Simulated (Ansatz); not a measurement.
Molecule: CH3O2, charge -1, multiplicity 1. It need not be the lowest isomer of its formula. Whether it binds its extra electron was not tested at this geometry. 
Coordinates optimised at B3LYP-D3(BJ)/def2-TZVP (Ansatz, a quantum-chemistry and plane-wave program):
SMILES: [O-]CO
```xyz
6

O     -1.0153     0.5997     0.2384
C     -0.3012    -0.4218    -0.1169
O      1.2010    -0.1174    -0.0969
H     -0.4483    -0.7952    -1.1734
H     -0.3621    -1.3337     0.5480
H      1.1321     0.8016     0.1941
```
Charge -1, spin multiplicity 1.

Task: Give the harmonic wavenumbers at B3LYP-D3(BJ)/def2-TZVP (Ansatz, finite differences of forces, unscaled).

Result: 251, 450, 722, 1119, 1128, 1216, 1334, 1401, 1542, 2529, 2624, 3743 cm⁻¹. Zero-point energy 25.8 kcal/mol.

Task: From these and the geometry, give the ideal-gas thermochemistry at 298.15 K and 1 atm (rigid rotor, harmonic oscillator).

Result: Point group Cs, rotational symmetry number 1. Rotational constants 45.42, 10.77, 9.232 GHz. S(trans) 37.47, S(rot) 21.79, S(vib) 3.00, S(elec, spin only) 0.00, S 62.3 cal/(mol K). H(298) - H(0) 2.96 kcal/mol; G - E(el) 10.2 kcal/mol.
